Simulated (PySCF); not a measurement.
CuH₄OP, SMILES [Cu]([OH])<-[PH3], multiplicity 1.

The structure is a stationary point at PBE0-D3(BJ)/def2-SVP. The multiplicity is an assumed one; no other spin state was optimised. The structure was generated by enumeration; whether it is a known compound was not checked. One conformer was computed; it need not be the lowest.

Level of theory: PySCF 2.14.0 with TDDFT-ωB97X/def2-SVPD.

Vertical excitations. 

Computed UV-visible absorptions:
```
state  energy (eV)  λ (nm)      f                                                                   main pairs
-----  -----------  ------  -----  ---------------------------------------------------------------------------
S1            4.86     255  0.001                                                               HOMO→LUMO 81 %
S2            5.06     245  0.047                                           HOMO−1→LUMO 70 %, HOMO→LUMO+1 12 %
S3            5.11     243  0.031                                                           HOMO−1→LUMO+1 77 %
S4            5.27     235  0.030                       HOMO→LUMO+1 51 %, HOMO−2→LUMO 17 %, HOMO−1→LUMO+2 11 %
S5            5.38     230  0.046                                           HOMO→LUMO+2 62 %, HOMO→LUMO+3 17 %
S6            5.67     219  0.013                      HOMO−1→LUMO+2 46 %, HOMO−2→LUMO 29 %, HOMO−1→LUMO+3 7 %
S7            5.70     217  0.000                     HOMO−3→LUMO 47 %, HOMO−4→LUMO+1 22 %, HOMO−2→LUMO+1 17 %
S8            5.71     217  0.002                                         HOMO−4→LUMO 58 %, HOMO−3→LUMO+1 32 %
S9            5.72     217  0.008  HOMO−2→LUMO+1 61 %, HOMO−3→LUMO 12 %, HOMO−5→LUMO+1 10 %, HOMO−4→LUMO+1 9 %
S10           5.94     209  0.015                                         HOMO−4→LUMO+1 61 %, HOMO−3→LUMO 29 %
T1            4.76     260      0                       HOMO→LUMO+1 68 %, HOMO−1→LUMO 12 %, HOMO−6→LUMO+1 11 %
T2            4.78     259      0                                                               HOMO→LUMO 77 %
T3            4.82     257      0                                           HOMO−1→LUMO 69 %, HOMO→LUMO+1 11 %
T4            4.90     253      0                                                           HOMO−1→LUMO+1 77 %
```
Triplets are in the Tamm–Dancoff approximation, which puts them higher than full response would, so one can lie above its singlet here.
